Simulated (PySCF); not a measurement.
C₂H₁₀O₂Si₂, SMILES C([SiH2]O)([SiH2]O)C. Atoms are numbered in the order given.

```xyz
16

C     -0.1956     0.1894     1.9592
C      0.0309    -0.5165     0.6041
Si     1.2597     0.4440    -0.4622
O      2.7430     0.5990     0.3040
Si    -1.5633    -0.8489    -0.3497
O     -1.9627     0.4566    -1.3240
H      0.7569     0.3808     2.4792
H     -0.8346    -0.4045     2.6326
H     -0.6864     1.1686     1.8243
H      0.4849    -1.5129     0.7772
H      0.7914     1.8420    -0.6437
H      1.4069    -0.2415    -1.7815
H      3.2620    -0.2056     0.4164
H     -1.3887    -1.9864    -1.2894
H     -2.6614    -1.1537     0.6215
H     -2.1359     1.3002    -0.8907
```

Geometry: B3LYP-D3(BJ)/def2-SVP. The structure was generated by enumeration, and PubChem lists no compound with its InChIKey, so it may never have been made. The values are those of a single conformer.

Level of theory: PBE/pcSseg-1 (PySCF).

GIAO shieldings, no solvent; atoms listed in one row are averaged. δ = σ(ref) − σ: ¹³C against TMS (σ = 182.0 ppm); ²⁹Si against TMS (σ = 335.4 ppm); ¹⁷O against H2O (σ = 334.3 ppm); ¹H against TMS (σ = 31.49 ppm), references at their B3LYP-D3(BJ)/def2-TZVP geometries, non-relativistic.

```
nucleus       atoms  count  δ (ppm)
-------  ----------  -----  -------
¹³C              C2      1     20.1
¹³C              C1      1     14.8
²⁹Si            Si5      1     -1.9
²⁹Si            Si3      1     -8.7
¹⁷O              O6      1     28.7
¹⁷O              O4      1     25.9
¹H              H12      1     5.80
¹H              H15      1     5.56
¹H              H14      1     5.37
¹H              H11      1     5.04
¹H       H7, H8, H9      3     1.63
¹H              H16      1     0.91
¹H              H10      1     0.30
¹H              H13      1     0.30
```
